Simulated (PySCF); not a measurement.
**Working out the ionisation energy of Mn⁺**

Mn⁺ [Ar] 3d5 4s1 (7S) → Mn²⁺ [Ar] 3d5 (6S). Computed with PySCF 2.14 in def2-TZVP, with no relativity, point nucleus. Frozen: [Ar]. Energies in hartree (1 hartree = 27.21139 eV):

```
             part   Mn⁺ (lower)  Mn²⁺ (upper)
              UHF  -1149.626968  -1149.086998
MP2 opposite-spin      0.000000      0.000000
    MP2 same-spin     -0.066736     -0.054452
```

Task: What does Hartree-Fock give?

Result: (-1149.086998) − (-1149.626968) = 0.539970 hartree = 14.693 eV.

Task: What do MP2 and SCS-MP2 (6/5 opposite-spin, 1/3 same-spin) give?

Result: The opposite-spin parts differ by 0.000 eV and the same-spin parts by 0.334 eV. MP2: 14.693 + (0.000) + (0.334) = 15.027 eV. SCS-MP2: 14.693 + 1.2 × (0.000) + (0.334)/3 = 14.804 eV.

Measured between the centres of the two terms (NIST): 15.640 eV, so MP2 (valence) is off by -0.613 eV.

The calculation is non-relativistic.

What remains against the reference includes basis incompleteness, the frozen core and correlation beyond second order.
